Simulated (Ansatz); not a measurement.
Basis sets compared for BeF2⁻ (the lowest doublet isomer of a short search). Charge -1, multiplicity 2. Geometry PBE-D4/def2-TZVPD. Ansatz on 4 threads of Arm Neoverse V1 on a shared host; times are rough, and most runs start from earlier orbitals.

```xyz
3

Be    0.156    0.371    0.096
F     0.872   -0.766    0.652
F    -1.028    0.395   -0.748
```

At PBE-D4/def2-SVPD, PBE-D4/def2-TZVPD, PBE0-D4/def2-SVPD, PBE0-D4/def2-TZVPD the highest occupied level of the charge -1 doublet lies above zero (up to 1.99 eV). By energy differences its removal costs 0.58 eV (vertical, to the charge 0 singlet, at CCSD(T)/def2-TZVPPD). The structure comes from a short search, and lower isomers may exist.

```tsv
level	functions	energy (Eh)	HOMO (eV)	LUMO (eV)	wall time
PBE-D4/def2-SVPD	58	-214.2158	1.99	3.40	0.45 s
PBE0-D4/def2-SVPD	58	-214.2147	1.27	3.98	0.45 s
```

Question: Estimate the rows for PBE-D4/def2-TZVPD (with forces), PBE0-D4/def2-TZVPD.

Answer: 
| level | functions | energy (Eh) | HOMO (eV) | LUMO (eV) | wall time |
| --- | --- | --- | --- | --- | --- |
| PBE-D4/def2-TZVPD (with forces) | 102 | -214.4659 | 1.80 | 3.10 | 0.65 s |
| PBE0-D4/def2-TZVPD | 102 | -214.4655 | 1.13 | 3.70 | 0.85 s |
